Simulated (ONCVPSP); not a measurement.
palladium (Pd): ONCV pseudisation with PBE, scalar-relativistic reference atom.

ONCVPSP 4.0.1 input, shortened (lines: element, Z, core and valence counts, functional; n l f; lmax; l rc ep ncon nbas qcut; lloc lpopt rc5 dvloc0; l nproj debl; icmod fcfact rcfact), PBE, scalar-relativistic:

```
  Pd 46.00    6    3        4      upf
    1    0    2.00
    2    0    2.00
    2    1    6.00
    3    0    2.00
    3    1    6.00
    3    2   10.00
    4    0    2.00
    4    1    6.00
    4    2    8.00
    2
    0    1.50    0.00    4    9    7.10
    1    1.65    0.00    4    8    9.80
    2    1.70    0.00    4    9    8.20
    4    5    1.25    0.00
    0    2    1.40
    1    2    2.20
    2    1    2.90
    3    3.80    1.00
```

In the s channel the program set the typed energies aside and used -4.060, 0.250 Ha. In the p channel the program set the typed energies aside and used -2.796, 0.250 Ha.

All-electron outer shells of the reference configuration (PBE, scalar-relativistic, ld1.x):

```
shell  level (eV)  outermost node (bohr)  outermost maximum (bohr)
   4s     -110.48                   0.45                      0.85
   4p      -76.10                   0.46                      0.91
   4d      -27.33                   0.45                      1.07
```

Does the generator finish with these settings?

Yes, a potential is produced and its reference levels are reproduced.

Estimate the cutoffs (Ha) at which the residual kinetic energy of the hardest occupied pseudo-wave falls to 1 and 0.1 mHa per electron.

26 Ha and 30 Ha.

What does a ghost test show?

No bound ghost flagged; no localised positive-energy state flagged.

Which valence shell sets the plane-wave cutoff?

4d: 26 Ha for 1 mHa per electron, against 20 Ha for 4s.

Tests: 4s2 4p6 4d10; 4s2 4p6 4d9; 4s2 4p6 4d7; 4s2 4p6 4d9 5p1. Which has the largest error in its energy relative to the reference configuration, and how large is it?

4s2 4p6 4d9 5p1, with +2.0 meV (all-electron minus pseudo) on -24.69 eV.
